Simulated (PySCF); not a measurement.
`InChI=1S/C5H6F2O/c1-3-2-5(3,7)4(6)8/h3H,2H2,1H3/t3-,5+/m1/s1`

Molfile (atoms numbered from 1):
```
C5H6F2O
     RDKit          3D

 14 14  0  0  0  0  0  0  0  0999 V2000
   -1.6479    0.1246    0.8576 C   0  0  0  0  0  0  0  0  0  0  0  0
   -0.3527    0.5316    0.2082 C   0  0  2  0  0  0  0  0  0  0  0  0
   -0.0976    0.2440   -1.2328 C   0  0  0  0  0  0  0  0  0  0  0  0
    0.6390   -0.5559   -0.1814 C   0  0  2  0  0  0  0  0  0  0  0  0
    0.2402   -1.8490   -0.0077 F   0  0  0  0  0  0  0  0  0  0  0  0
    2.0792   -0.3913    0.0488 C   0  0  0  0  0  0  0  0  0  0  0  0
    2.8966   -1.1714    0.3824 O   0  0  0  0  0  0  0  0  0  0  0  0
    2.4387    0.9176   -0.1726 F   0  0  0  0  0  0  0  0  0  0  0  0
   -2.0067   -0.8165    0.4488 H   0  0  0  0  0  0  0  0  0  0  0  0
   -2.3991    0.8928    0.6862 H   0  0  0  0  0  0  0  0  0  0  0  0
   -1.5139    0.0061    1.9308 H   0  0  0  0  0  0  0  0  0  0  0  0
    0.0940    1.4313    0.6147 H   0  0  0  0  0  0  0  0  0  0  0  0
    0.4787    0.9389   -1.8236 H   0  0  0  0  0  0  0  0  0  0  0  0
   -0.8492   -0.3032   -1.7815 H   0  0  0  0  0  0  0  0  0  0  0  0
  1  2  1  0
  2  3  1  0
  3  4  1  0
  4  5  1  1
  4  6  1  0
  6  7  2  0
  6  8  1  0
  4  2  1  0
  1  9  1  0
  1 10  1  0
  1 11  1  0
  2 12  1  6
  3 13  1  0
  3 14  1  0
M  END
```

Computed, not measured: PySCF, GIAO PBE0/pcSseg-1 magnetisability, rotational g tensor and spin-rotation constants, non-relativistic, gas phase. Geometry: GFN2-xTB.

Question: Give the nuclear spin-rotation constants along the inertial axes (H = +C I·J) beside the isotropic shieldings.

Answer: Rotational constants 3.4076, 1.6154, 1.3262 GHz. A star marks the isotopologue with that one atom substituted, in its own axes.
| atom | isotope | Caa (kHz) | Cbb (kHz) | Ccc (kHz) | mean (kHz) | σ (ppm) |
| --- | --- | --- | --- | --- | --- | --- |
| F5 | 19F | 0.243 | 0.671 | 0.756 | 0.557 | 409.9 |
| F8 | 19F | 9.011 | 2.150 | 1.938 | 4.366 | 154.8 |
| H9 | 1H | -0.344 | -0.050 | -0.100 | -0.165 | 30.7 |
| H10 | 1H | -0.128 | -0.076 | -0.147 | -0.117 | 30.0 |
| H11 | 1H | -0.369 | -0.164 | 0.018 | -0.172 | 30.1 |
| H12 | 1H | -0.327 | -0.052 | -0.094 | -0.158 | 29.9 |
| H13 | 1H | -0.283 | -0.069 | -0.104 | -0.152 | 30.1 |
| H14 | 1H | -0.208 | -0.163 | -0.068 | -0.147 | 30.5 |
| C1 | 13C* | 0.455 | 0.226 | 0.172 | 0.284 | 172.6 |
| C2 | 13C* | 0.484 | 0.196 | 0.271 | 0.317 | 158.8 |
| C3 | 13C* | 0.439 | 0.208 | 0.264 | 0.304 | 161.1 |
| C4 | 13C* | 0.937 | 0.268 | 0.330 | 0.511 | 109.4 |
| C6 | 13C* | 1.095 | 0.780 | 0.394 | 0.757 | 18.1 |
| O7 | 17O* | -1.618 | -1.058 | -0.146 | -0.941 | -110.1 |

For the geometry as given, no vibrational averaging.

Question: How do the rotational constants and the g tensor change when H9, H10, H11, H12, H13, H14 are replaced by deuterium?

Answer: Constants 3.0658, 1.4407, 1.2194 GHz; g -0.0187, -0.0079, -0.0099, against -0.0205, -0.0085, -0.0104 before.
